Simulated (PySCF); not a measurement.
AlClHI, SMILES [Cl][AlH][I].

Coordinates come from a B3LYP-D3(BJ)/def2-TZVP optimisation. The def2 effective core potentials stand for the cores of I; spin–orbit coupling is left out.

These are r2SCAN/def2-TZVPD (PySCF) values and carry that method's errors.

The molecule is in vacuum.

```yaml
total_energy: -1001.14547 hartree
point_group: Cs
highest_occupied_level: -7.18 eV
lowest_empty_level: -2.17 eV
orbital_gap: 5.01 eV
dipole_moment: 0.87 D
quadrupole, principal values (traceless, Buckingham form, about the centre of nuclear charge): -5.41, 0.80, 4.61 D·Å
mean_static_polarisability: 76.2 bohr³ (11.29 Å³)
polarisability_principal_values: 61.3, 71.5, 95.7 bohr³
```
